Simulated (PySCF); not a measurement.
**Rb (rubidium, neutral) across methods**

[Kr] 5s1, 2S determinant. Calculation: PySCF 2.14, in dyall-av2z; no relativity, point nucleus. The B2PLYP total includes its PT2 part (frozen core); its orbital energies are those of the SCF part.

```json
{"method": "UHF", "E (hartree)": "-2938.34931", "mean ε 4p α (eV)": "-22.067", "mean ε 4p β (eV)": "-22.025", "mean ε 5s α (eV)": "-3.758", "Σ⟨r²⟩ (bohr²)": "68.18", "⟨S²⟩": "0.750"}
{"method": "PBEsol", "E (hartree)": "-2937.93", "mean ε 4p α (eV)": "-16.022", "mean ε 4p β (eV)": "-15.944", "mean ε 5s α (eV)": "-2.412", "Σ⟨r²⟩ (bohr²)": "63.36", "⟨S²⟩": "0.750"}
{"method": "B2PLYP", "E (hartree)": "-2939.66", "mean ε 4p α (eV)": "-19.302", "mean ε 4p β (eV)": "-19.251", "mean ε 5s α (eV)": "-3.136", "Σ⟨r²⟩ (bohr²)": "64.95", "⟨S²⟩": "0.750"}
{"method": "LC-wPBE", "E (hartree)": "-2939.74", "mean ε 4p α (eV)": "-20.840", "mean ε 4p β (eV)": "-20.794", "mean ε 5s α (eV)": "-4.064", "Σ⟨r²⟩ (bohr²)": "65.31", "⟨S²⟩": "0.750"}
{"method": "LDA", "E (hartree)": "-2936.33", "mean ε 4p α (eV)": "-16.095", "mean ε 4p β (eV)": "-16.024", "mean ε 5s α (eV)": "-2.509", "Σ⟨r²⟩ (bohr²)": "62.27", "⟨S²⟩": "0.750"}
{"method": "r2SCAN", "E (hartree)": "-2940.12", "mean ε 4p α (eV)": "-16.645", "mean ε 4p β (eV)": "-16.596", "mean ε 5s α (eV)": "-2.440", "Σ⟨r²⟩ (bohr²)": "64.32", "⟨S²⟩": "0.750"}
{"method": "PBE0", "E (hartree)": "-2939.82", "mean ε 4p α (eV)": "-17.807", "mean ε 4p β (eV)": "-17.731", "mean ε 5s α (eV)": "-2.820", "Σ⟨r²⟩ (bohr²)": "64.31", "⟨S²⟩": "0.750"}
```

Estimate the same row for PBE.

E (hartree) = -2939.72; mean ε 4p α (eV) = -16.037; mean ε 4p β (eV) = -15.951; mean ε 5s α (eV) = -2.394; Σ⟨r²⟩ (bohr²) = 63.85; ⟨S²⟩ = 0.750.

A non-relativistic calculation at this Z misses sizeable relativistic shifts.
